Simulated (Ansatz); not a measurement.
Geometry optimisation, UKS PBE/def2-SVP in Ansatz.

Input file:

```yaml
crystal:
  periodic: [false, false, false]
  atoms:
    - { symbol: Ge, position_ang: [0.0, 0.0, 0.0] }
    - { symbol: F, position_ang: [0.0, 0.0, 1.93] }
    - { symbol: F, position_ang: [1.5842, 0.0, -0.5594] }
    - { symbol: F, position_ang: [-0.7913, 1.3709, -0.5594] }
    - { symbol: F, position_ang: [-0.7913, -1.3709, -0.5594] }
    - { symbol: "N", position_ang: [0.0, 0.0, 3.51] }
    - { symbol: H, position_ang: [-0.496, -0.7725, 4.04] }
    - { symbol: H, position_ang: [0.496, 0.7725, 4.04] }
magnetization:
  spin_polarized: true
  initial_magnetization: 1
basis:
  gaussian: { orbitals: def2-SVP }
hamiltonian:
  xc: pbe
relax:
  f_tol: 0.15
  max_steps: 25
  restrain:
    - { distance: [1, 5], at: 2.48, k: 30.0 }
    - { distance: [0, 1], at: 1.68, k: 30.0 }
```

Launched with:

```bash
$ ansatz run input.yaml --threads 4 --pin off --max-ram 5120MiB --backend cpu --events-out ev --progress --plain --runs-dir out
```

Problem. Where does it end, and by what steps?

Solution. The forces met the threshold. The restraints hold the end off the free minimum; the threshold counts their pulls, which the force column leaves out. Restrained pairs: F2–N6 (1.58 → 2.48 Å), Ge1–F2 (1.93 → 1.72 Å). After 24 steps the energy has fallen by 3.751 eV (the restraints' own energy left out); F2 moved furthest, 1.81 Å.

| step | energy less start (eV) | largest force component (eV/Å) | accepted |
| --- | --- | --- | --- |
| 0 | 0.0000 | 5.166 | yes |
| 1 | -1.4960 | 3.544 | yes |
| 2 | -1.7630 | 3.423 | yes |
| 3 | -2.3867 | 2.234 | yes |
| 4 | -2.8268 | 0.951 | yes |
| 5 | -2.9233 | 0.930 | yes |
| 6 | -2.9677 | 0.775 | yes |
| 7 | -2.9838 | 0.739 | yes |
| 8 | -2.9374 | 1.572 | no |
| 9 | -3.0005 | 0.795 | yes |
| 10 | -3.0148 | 0.717 | yes |
| 11 | -3.0237 | 0.581 | yes |
| 12 | -3.0420 | 0.699 | no |
| 13 | -3.0301 | 0.735 | yes |
| 14 | -3.0445 | 0.572 | yes |
| 15 | -3.0654 | 0.442 | yes |
| 16 | -3.1028 | 0.407 | yes |
| 17 | -3.1096 | 1.266 | yes |
| 18 | -3.2230 | 0.603 | yes |
| 19 | -3.3516 | 0.638 | yes |
| 20 | -3.5519 | 0.711 | yes |
| 21 | -3.7187 | 0.948 | yes |
| 22 | -3.7212 | 0.877 | yes |
| 23 | -3.7478 | 0.975 | yes |
| 24 | -3.7511 | 1.038 | yes |

```xyz
8
Properties=species:S:1:pos:R:3
Ge 0.228 -0.014 0.690
F 1.711 -0.368 1.478
F 0.800 -0.089 -0.955
F -0.312 1.648 0.704
F -0.976 -1.279 0.595
N -0.395 0.032 2.727
H -0.630 -0.807 3.283
H -0.424 0.876 3.321
```

Time of the run: 52 s on 4 threads of Arm Neoverse V1 (shared host), peak memory 0.28 GiB.
